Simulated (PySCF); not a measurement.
C4H8B2O.
SMILES: `BOBCC#CC`

Torsions of this conformer, `[BH2:1][O:2][BH:3][CH2:4][C:5]#[C:6][CH3:7]`: O2–B3–C4–C5 -140°.

The closed-shell ground state was solved at several levels (PySCF, density fitting, gas phase, non-relativistic). Isolated species at its GFN2-xTB geometry (one conformer only).

| level | basis functions | total energy (Eh) | HOMO (eV) | LUMO (eV) | gap (eV) | dipole (D) |
| --- | --- | --- | --- | --- | --- | --- |
| PBE0/pcSseg-1 | 159 | -281.7850 | -6.98 | -0.66 | 6.32 | 0.26 |
| CAM-B3LYP/def2-SVPD | 207 | -281.8200 | -8.33 | 0.30 | 8.63 | 0.28 |

(1) Estimate the row for B3LYP/pcJ-1, a basis of 269 functions; the other rows only guide the guess.

(2) Over all these levels, which gives the widest orbital gap and which the narrowest?

(3) How far do the dipole and the HOMO energy spread over the levels?

Answers

(1) Total energy -282.2007 Eh, HOMO -6.74 eV, LUMO -0.91 eV, gap 5.83 eV, dipole 0.28 D.

(2) CAM-B3LYP/def2-SVPD (range-separated hybrid) has the widest, 8.63 eV, and B3LYP/pcJ-1 (global hybrid, 20 % exact exchange) the narrowest, 5.83 eV. Functional and basis both differ between the two, so the spread mixes both effects.

(3) The dipole runs from 0.26 to 0.28 D (mean 0.27 D) and the HOMO from -8.33 to -6.74 eV.
